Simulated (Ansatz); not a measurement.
`[NH2][In]([NH2])[Cl]` + H₂ → `[NH2][InH][Cl]` + NH₃  (hydrogenolysis of the In–N bond)

Computed with Ansatz on PBE0-D4/def2-TZVP structures; ΔE is electronic, products minus reactants. CCSD(T)/CBS adds triple-zeta CCSD(T) − MP2 to the extrapolated MP2 energy (def2 sets, frozen cores). This one scheme is used for every species. DFT in def2-TZVPP. HSE06 is defined as in plane-wave codes. def2 core potentials past Kr. For In outer-core shells are correlated without core-valence functions, which leaves a few kJ/mol of doubt a bond. Each species was taken in one conformer, which may not be the lowest.

```
             level  ΔE (kJ/mol)  difference from CCSD(T)/CBS
           BLYP-D4        -17.0                         -2.6
         r2SCAN-D4        -21.3                         -6.9
        r2SCANh-D4        -23.5                         -9.1
        r2SCAN0-D4        -26.5                        -12.1
          HSE06-D4        -26.5                        -12.1
          BHLYP-D4        -27.9                        -13.5
            B2PLYP        -21.3                         -6.9
               PBE        -24.7                        -10.3
            r2SCAN        -22.3                         -7.9
              PBE0        -29.9                        -15.5
           r2SCAN0        -27.7                        -13.3
         CAM-B3LYP        -29.7                        -15.3
           LC-ωPBE        -28.2                        -13.8
RPA@PBE/def2-TZVPP        -17.8                         -3.4
     CCSD/def2-SVP        -29.1                        -14.7
SCS-MP2/def2-TZVPP        -14.8                         -0.4
       CCSD(T)/CBS        -14.4                            0
```

Largest T1 diagnostic among the species: 0.014.

In def2-TZVPP, CCSD(T) changes the Hartree–Fock value by +21.8 kJ/mol (the triples alone add +5.3 kJ/mol) and MP2 by +29.8 kJ/mol. From r2SCAN to r2SCAN0 (25 % exact exchange), in def2-TZVPP and without D4, ΔE moves by −5.4 kJ/mol.
